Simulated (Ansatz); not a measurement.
Species: sum formula BNH$_{2}$Cl$_{2}$ (charge 0, singlet). 
Structure (B3LYP-D3(BJ)/def2-TZVP (Ansatz, a quantum-chemistry and plane-wave program) minimum search):
SMILES: ClB(N)Cl
```xyz
6

B     -0.3399    -0.0733     0.0373
Cl     0.1805     1.5754    -0.3440
Cl     0.8739    -1.3479     0.2283
N     -1.6864    -0.3638     0.1851
H     -2.4032     0.3349     0.0837
H     -2.0181    -1.2886     0.4015
```
Charge 0, spin multiplicity 1.

Parts of the frozen-core correlation energy in cc-pV(T+d)Z (Ansatz, hartree). Frozen orbitals: 12; correlated occupied orbitals by spin: 12 and 12; virtual: 142 and 142. No spin-orbit coupling. Non-relativistic.

```tsv
term	value
reference (HF)	-999.51187
MP2 opposite-spin	-0.51425
MP2 same-spin	-0.17306
CCSD correlation	-0.72637
(T)	-0.03127
T1 diagnostic	0.010
largest doubles amplitude	0.037
```
